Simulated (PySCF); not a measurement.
Sn(OMe)4, C4H12O4Sn, SMILES C[O][Sn]([O]C)([O]C)[O]C, singlet (GFN2-xTB optimised geometry):

```
21

C     -0.900    -3.665     2.313
O     -1.601    -2.603     1.716
Sn    -1.049    -1.706     0.000
O     -1.959     0.090     0.000
C     -2.185     0.860     1.154
O      0.964    -1.706     0.000
C      1.754    -1.557    -1.154
O     -1.599    -2.604    -1.715
C     -2.865    -2.465    -2.310
H     -1.404    -3.838     3.267
H      0.145    -3.414     2.504
H     -0.950    -4.577     1.713
H     -2.783     1.711     0.816
H     -1.254     1.230     1.589
H     -2.747     0.312     1.912
H      1.516    -2.300    -1.916
H      1.667    -0.556    -1.583
H      2.783    -1.711    -0.817
H     -3.652    -2.928    -1.710
H     -3.120    -1.421    -2.498
H     -2.791    -2.990    -3.265
```

Method: PySCF 2.14.0 with PBE0/def2-SVP, def2 effective core potentials past Kr.

**Question.** What are the frontier orbital energies and the dipole moment?

**Answer.** HOMO-2 -7.72 eV, HOMO-1 -7.70 eV, HOMO -7.69 eV, LUMO -1.86 eV, LUMO+1 0.93 eV; dipole moment 0.00 D.

On the same geometry PBE/def2-SVP, def2 effective core potentials past Kr run with PySCF 2.14.0 gives HOMO-2 -6.05 eV, HOMO-1 -6.01 eV, HOMO -6.01 eV, LUMO -2.76 eV, LUMO+1 0.10 eV; dipole moment 0.00 D.
